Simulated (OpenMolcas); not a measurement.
Ag4+: effect of the level shift or regulariser

```yaml
Program: OpenMolcas 26.06
Basis: ANO-RCC-VTZP [7s6p4d2f1g]
Scalar_Hamiltonian: DKH2, point nucleus
Active_space: 7 electrons in 5 orbitals (4d)
State_averaging: 2S+1 = 4 even, 10 roots; 2S+1 = 2 even, 40 roots
Spin-orbit_coupling: RASSI with atomic mean-field integrals over the reference wave functions, term energies averaged over their components
```

Methods on the same reference wave functions:
A. CASSCF
B. MS-CASPT2, IPEA 0.25 Eh, imaginary shift 0.1 Eh (closed shells correlated: 4s 4p)
C. MS-CASPT2, IPEA 0.25 Eh, real shift 0.2 Eh (closed shells correlated: 4s 4p)
D. MS-CASPT2, IPEA 0.25 Eh, sigma2 regulariser 0.3 Eh (closed shells correlated: 4s 4p)

Energies in cm-1 above 4d7 4F 9/2, the measured ground level; measured values from the list in Gamrath, thesis, University of Mons (2023).

| Level | A | B | C | D | Measured |
| --- | --- | --- | --- | --- | --- |
| 4d7 4F 9/2 | 0.0 | 0.0 | 0.0 | 0.0 | 0.0 |
| 4d7 4F 7/2 | 3460 | 3500 | 3500 | 3500 | 3690 |
| 4d7 4F 5/2 | 5605 | 5580 | 5580 | 5580 | 5816 |
| 4d7 4F 3/2 | 6947 | 6860 | 6860 | 6860 | 7097 |
| 4d7 4P 3/2 [66 %] | 18349 | 14910 | 14940 | 14910 | 14204 |
| 4d7 4P 5/2 | 18615 | 15520 | 15520 | 15520 | 14899 |
| 4d7 2G 9/2 | 19411 | 17500 | 17500 | 17500 | 16875 |
| 4d7 4P 1/2 | 20866 | 17630 | 17650 | 17630 | 17067 |
| 4d7 2G 7/2 | 22850 | 20870 | 20870 | 20870 | 20442 |
| 4d7 2H 11/2 | 25806 | 23690 | 23680 | 23690 | 22532 |
| 4d7 2D 5/2(1) | 28398 | 24980 | 24990 | 24980 | 24361 |
| 4d7 2P 1/2 | 29108 | 24930 | 25000 | 24930 | 24599 |
| 4d7 2H 9/2 | 29340 | 27250 | 27240 | 27250 | 26368 |
| 4d7 2D 3/2(1) [67 %] | 34219 | 30530 | 30550 | 30530 | 30134 |
| 4d7 2F 5/2 | 42229 | 36050 | 36060 | 36050 | 34635 |
| 4d7 2F 7/2 | 43965 | 37870 | 37880 | 37870 | 36594 |
| 4d7 2D 3/2(2) | 65823 | 57270 | 57280 | 57270 | 55041 |
| 4d7 2D 5/2(2) | 67500 | 58920 | 58930 | 58920 | 56772 |

Deviations, from unrounded energies. A percentage is the sum of absolute deviations over the sum of measured energies, with the sign that they share, or ± where signs differ.

| Against measurement | Levels | A | B | C | D |
| --- | --- | --- | --- | --- | --- |
| mean absolute deviation (cm-1) | 17 | 4300 | 830 | 840 | 830 |
| fine structure of the ground term (%) | 3 | -3.6 | -4.0 | -4.0 | -4.0 |
| other terms of the ground configuration (%) | 14 | +18.2 | +3.4 | +3.4 | +3.4 |

B, C, D lie about equally close to measurement and A furthest from it. The largest miss of D in the table is 4d7 2D 3/2(2), by +2200 cm-1. The ranking rests on the paired levels alone, and a cruder setting can come out closer through cancelling errors.

Among B to D the level of the table that moves most is 4d7 2P 1/2, by 65 cm-1 (lowest in D, highest in C). Moves below CASPT2's spread within the term are not significant.

The two smallest mean deviations differ by little beside CASPT2's spread within terms, so their order carries little weight.

From A to B the spin-free energies of the other terms of 4d7 shown, above 4F, scale by factors of 0.81 to 0.91, as is usual when dynamic correlation screens the repulsion within a d or f shell.

The lowest spin-free term lies below A's lowest term by 0.393 hartree in B, 0.393 hartree in C, 0.393 hartree in D.

Term energies are means over components that CASPT2 splits; among the terms shown or strongly mixed into the levels shown the widest spread is 760 cm-1 (4d7 4F, D). Without dynamic correlation excited terms often stand tens of per cent too high (terms of higher spin than the ground term too low), and those without a measured partner can miss by more than the paired ones (holds for A). Computed and measured levels are paired by configuration, term and J; levels that our copy of the source lacks, or whose pairing is in doubt (as where it misses far off the trend of its configuration), stay unpaired and out of the deviations. Levels of configurations outside the active space are missing. The table leaves out levels that lie high or whose names do not pair safely across all columns.

A share in square brackets marks a mixed level and gives the weight of the term that names it, the lowest over the columns. A number in round brackets counts repeated terms of one configuration in the order of the reference energies.
